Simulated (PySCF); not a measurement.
Ge(H)2(OH)2 (GeH₄O₂), SMILES [OH][GeH2][OH]. Heavy atoms are numbered as in [GeH2:1]([OH:2])[OH:3]. Hydrogens are named by the atom that carries them.

Geometry optimised at PBE0-D3(BJ)/def2-TZVP. One conformer was computed; it need not be the lowest.

Method: PBE0/pcSseg-1 (PySCF).

GIAO shieldings, no solvent; atoms alike by connectivity are averaged. δ = σ(ref) − σ: ⁷³Ge against GeH4 (σ = 1658.3 ppm); ¹⁷O against H2O (σ = 334.2 ppm); ¹H against TMS (σ = 31.56 ppm), references at their B3LYP-D3(BJ)/def2-TZVP geometries, non-relativistic.

```csv
atoms,nucleus,count,δ (ppm)
Ge1 (GeH2),⁷³Ge,1,?
O2 (OH),¹⁷O,2,50.2
H on Ge1,¹H,2,5.64
H on O2,¹H,2,?
```

Task: What belongs in the gaps? (Estimate from the structure and the level; the computed values follow.)

Result: 
- H on O2, δ (ppm): 1.31
- Ge1 (GeH2), δ (ppm): 341.6
